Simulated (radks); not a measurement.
The numbers below are computed, except where a source is named.
Question: The mean radii <r> (bohr) of the occupied orbitals of an atom or ion are listed with their occupations. Code: a radial shooting solver on a logarithmic mesh with Libxc functionals. Model: scalar-relativistic Kohn-Sham, BLYP, spin-polarised, spherical densities, finite nucleus; Fermi nuclear charge, rms radius of each element as measured or else 0.836 A^(1/3) + 0.57 fm.

orbital  occ.      <r>
1s          2  0.02037
2s          2  0.08650
2p          6  0.07675
3s          2   0.2250
3p          6   0.2240
3d         10   0.2033
4s          2   0.4850
4p          6   0.5051
4d         10   0.5207

Name the element and its charge. Open shells, if any, are filled with parallel spins first.

Answer: Z = 68, erbium, charge +22: Er22+ in [Kr] 4d10. The 1s radius gives Z: for a bare nucleus <r> = (2 gamma + 1)/(2Z) with gamma = sqrt(1 - (Z/c)^2), 0.02012 bohr for Z = 68, and screening makes it slightly larger (0.02037 here). The occupations add up to 46, and the charge is Z minus that.
